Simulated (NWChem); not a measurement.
System: C$_{2}$HClF$_{2}$; SMILES Cl/C(=C/F)F

The following NWChem deck was run.

```
start job
memory heap 200 mb stack 900 mb global 1100 mb
geometry units angstroms noautoz
  F     -0.289246    -2.249500     0.000000
  C     -0.703022    -0.991255     0.000000
  C      0.164947     0.021268     0.000000
  F      1.468394    -0.158220     0.000000
  Cl    -0.328288     1.659360     0.000000
  H     -1.783535    -0.843927     0.000000
end
basis spherical
  * library 6-31g*
end
dft
  xc r2scan
  iterations 200
end
task dft gradient
```

NWChem printed, in part:

```
             Northwest Computational Chemistry Package (NWChem) 7.3.0
             --------------------------------------------------------

 CS  symmetry detected

                             Geometry "geometry" -> ""
                             -------------------------

 Output coordinates in angstroms (scale by  1.889725989 to convert to a.u.)

  No.       Tag          Charge          X              Y              Z
 ---- ---------------- ---------- -------------- -------------- --------------
    1 F                    9.0000    -0.30726841    -2.24457098     0.00000000
    2 C                    6.0000    -0.71116127    -0.98311880     0.00000000
    3 C                    6.0000     0.16472385     0.02256419     0.00000000
    4 F                    9.0000     1.46672273    -0.16714328     0.00000000
    5 Cl                  17.0000    -0.31564583     1.66447501     0.00000000
    6 H                    1.0000    -1.79048530    -0.82731916     0.00000000

 Effective nuclear repulsion energy (a.u.)     213.2620034822

      Symmetry information
      --------------------

 Group name             Cs
 Group number              2
 Group order               2
 No. of unique centers     6

                                 NWChem DFT Module
                                 -----------------

 Summary of "ao basis" -> "ao basis" (spherical)
 ------------------------------------------------------------------------------
       Tag                 Description            Shells   Functions and Types
 ---------------- ------------------------------  ------  ---------------------
 F                           6-31g*                  6       14   3s2p1d
 C                           6-31g*                  6       14   3s2p1d
 Cl                          6-31g*                  8       18   4s3p1d
 H                           6-31g*                  2        2   2s

      Symmetry analysis of basis
      --------------------------

        a'         55
        a"         21

            General Information
            -------------------
          SCF calculation type: DFT
          Wavefunction type:  closed shell.
          No. of atoms     :     6
          No. of electrons :    48
           Alpha electrons :    24
            Beta electrons :    24
          Charge           :     0
          Spin multiplicity:     1
          Use of symmetry is: on ; symmetry adaption is: on
          Maximum number of iterations: 200
          AO basis - number of functions:    76
                     number of shells:    34
          Convergence on energy requested:  1.00D-06
          Convergence on density requested:  1.00D-05
          Convergence on gradient requested:  5.00D-04

              XC Information
              --------------
                      r^2SCAN Method XC Functional
               r^2SCAN metaGGA Exchange Functional  1.000
                     r^2SCAN Correlation Potential  1.000

             Grid Information
             ----------------
          Grid used for XC integration:  medium
          Radial quadrature: Mura-Knowles
          Angular quadrature: Lebedev.
          Tag              B.-S. Rad. Rad. Pts. Rad. Cut. Ang. Pts.
          ---              ---------- --------- --------- ---------
          F                   0.50       49          10.0       434
          C                   0.70       49           8.0       434
          Cl                  1.00       88           8.0       590
          H                   0.35       45           8.0       434
          Grid pruning is: on
          Number of quadrature shells:   329
          Spatial weights used:  Erf1

      Superposition of Atomic Density Guess
      -------------------------------------

 Sum of atomic energies:        -734.01398760

      Non-variational initial energy
      ------------------------------

 Total energy =    -735.731572
 1-e energy   =   -1439.830621
 2-e energy   =     490.837046
 HOMO         =      -0.211121
 LUMO         =       0.104629

      Symmetry analysis of molecular orbitals - initial
      -------------------------------------------------

  Numbering of irreducible representations:

     1 a'          2 a"

  Orbital symmetries:

     1 a'          2 a'          3 a'          4 a'          5 a'
     6 a'          7 a'          8 a'          9 a"         10 a'
    11 a'         12 a'         13 a'         14 a'         15 a'
    16 a'         17 a"         18 a'         19 a"         20 a'
    21 a"         22 a'         23 a'         24 a"         25 a'
    26 a"         27 a'         28 a'         29 a'         30 a'
    31 a'         32 a'         33 a"         34 a'

[...]

                         DFT ENERGY GRADIENTS

    atom               coordinates                        gradient
                 x          y          z           x          y          z
   1 F      -0.580653  -4.241624   0.000000   -0.005051   0.012576   0.000000
   2 C      -1.343900  -1.857825   0.000000    0.011229  -0.013117   0.000000
   3 C       0.311283   0.042640   0.000000    0.009662   0.003284   0.000000
   4 F       2.771704  -0.315855   0.000000   -0.013369   0.002099   0.000000
   5 Cl     -0.596484   3.145402   0.000000    0.001534  -0.006198   0.000000
   6 H      -3.383527  -1.563407   0.000000   -0.004004   0.001357   0.000000
```

Level: r2SCAN/6-31G* (spherical d). All runs use the structure optimised with PBE0/def2-SVP.
